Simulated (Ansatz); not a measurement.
Ca₁₂O₁₂ (started as a model of: 2x3x4 CaO rock-salt block). Charge 0, multiplicity 1. Geometry PBE-D4/def2-SVP.

Cartesian coordinates in Å:
```
Ca -1.008 0.142 4.063
Ca 2.422 0.874 1.209
Ca -0.814 1.023 1.024
Ca 2.590 1.688 -1.968
Ca -3.981 0.975 0.865
Ca -0.688 1.746 -2.138
Ca 0.688 -1.746 2.138
Ca 3.981 -0.975 -0.865
Ca -2.589 -1.688 1.968
Ca 0.814 -1.023 -1.024
Ca -2.422 -0.874 -1.209
Ca 1.008 -0.143 -4.063
O 0.693 0.480 2.681
O 3.992 1.072 -0.344
O -2.537 0.593 2.513
O 0.878 1.328 -0.471
O -2.386 1.343 -0.633
O 1.020 1.904 -3.541
O -1.020 -1.904 3.541
O 2.386 -1.342 0.633
O -0.878 -1.328 0.471
O 2.537 -0.593 -2.513
O -3.992 -1.072 0.343
O -0.693 -0.480 -2.681
```

Single mean-field runs in def2-SVP, def2-TZVP are fitted with def2-universal-jkfit.

(1) Estimate the orbital energies around the gap (eV) in Ansatz with HF/STO-3G, PBE-D4/def2-SVP, PBE-D4/def2-TZVP, r2SCAN-D4/def2-TZVP, PBE0-D4/def2-TZVP.

Results:

(1) 
```
orbital  HF/STO-3G  PBE-D4/def2-SVP  PBE-D4/def2-TZVP  r2SCAN-D4/def2-TZVP  PBE0-D4/def2-TZVP
 HOMO−9      -4.82            -4.22             -4.25                -4.35              -5.47
 HOMO−8      -4.81            -4.21             -4.24                -4.34              -5.46
 HOMO−7      -4.55            -4.10             -4.15                -4.24              -5.34
 HOMO−6      -4.49            -4.09             -4.13                -4.22              -5.33
 HOMO−5      -4.48            -4.02             -4.05                -4.16              -5.26
 HOMO−4      -4.35            -3.90             -3.94                -4.04              -5.12
 HOMO−3      -4.23            -3.89             -3.94                -4.04              -5.11
 HOMO−2      -4.19            -3.84             -3.87                -3.96              -5.05
 HOMO−1      -4.18            -3.77             -3.80                -3.90              -4.98
   HOMO      -4.13            -3.74             -3.78                -3.88              -4.95
   LUMO       3.75            -1.32             -1.34                -0.86              -0.78
 LUMO+1       4.34            -1.11             -1.12                -0.62              -0.60
 LUMO+2       4.63            -0.91             -0.93                -0.42              -0.41
 LUMO+3       4.73            -0.80             -0.81                -0.29              -0.30
 LUMO+4       6.40            -0.56             -0.57                -0.10               0.00
 LUMO+5       6.58            -0.44             -0.46                -0.03               0.06
```
